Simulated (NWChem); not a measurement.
System: CH5BS; SMILES CBS

```xyz
8

B     -0.6077    -0.4858     0.0000
H     -1.8226    -0.5486     0.0000
C      0.2850    -1.7745     0.0000
H      0.0279    -2.4010    -0.8826
H      0.0279    -2.4010     0.8826
H      1.3789    -1.5998     0.0000
S      0.1673     1.1330     0.0000
H     -0.9603     1.8986     0.0000
```
Atoms are numbered in this order, from 1.

All runs: NWChem. Structure relaxed at the PBE-D3(BJ)/def2-SVP level. Vertical excitations in the gas phase; the lowest state need not have the same character in each row.

**Question.** Among these, which level gives the highest value of “lowest excitation, singlet (eV)”?
A) PBE/def2-SVP, TDA
B) B3LYP/def2-SVP, TDA
C) BHandHLYP/def2-SVP, TDA
D) CAM-B3LYP/def2-SVP, TDA

**Answer.** C, BHandHLYP/def2-SVP, TDA. Values: PBE/def2-SVP, TDA 6.00; B3LYP/def2-SVP, TDA 6.34; CAM-B3LYP/def2-SVP, TDA 6.49; BHandHLYP/def2-SVP, TDA 6.76
